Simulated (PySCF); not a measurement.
## Polarisability and C₆ of Cr (chromium, neutral)

[Ar] 3d5 4s1, high-spin 7S determinant. Computed with PySCF 2.14 in aug-cc-pVQZ-DK, with the spin-free X2C one-electron Hamiltonian (Gaussian nucleus). Coupled (time-dependent) response in atomic units; α is the mean over directions.

```json
{"method": "PBE", "mean α (bohr³)": "70.06", "C₆ (like pair)": "582.0", "S(−4)": "3708"}
```

S(−4) is the Cauchy moment in α(ω) = α(0) + S(−4) ω² + …

Reference α: 83 ± 12 bohr³ (recommended; Schwerdtfeger and Nagle, table of static dipole polarizabilities (2023 update)). Published C₆: 602.0 (Chu and Dalgarno (2004); Tang, Norbeck and Certain (1976)).

α(iu) at PBE:

| u (hartree) | α(iu) (bohr³) |
| --- | --- |
| 0 | 70.06 |
| 0.0500 | 62.05 |
| 0.100 | 47.13 |
| 0.200 | 26.38 |
| 0.300 | 16.88 |
| 0.500 | 9.177 |
| 0.750 | 5.568 |
| 1.00 | 3.891 |
| 1.50 | 2.319 |
| 2.00 | 1.578 |
| 3.00 | 0.8846 |
| 5.00 | 0.4008 |
